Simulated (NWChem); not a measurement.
# ZnIF; SMILES [F][Zn][I]

def2 effective core potentials on I; no spin-orbit coupling.

Problem. Give the equilibrium geometry at PBE0/def2-SVP with def2 effective core potentials on I (NWChem) as a list of bonds and angles, with the point group.

Solution. point group C*v; any orientation.
Bonded distances (Å): Zn1–F2 1.742, Zn1–I3 2.409. Angles (°): F2–Zn1–I3 180.0.
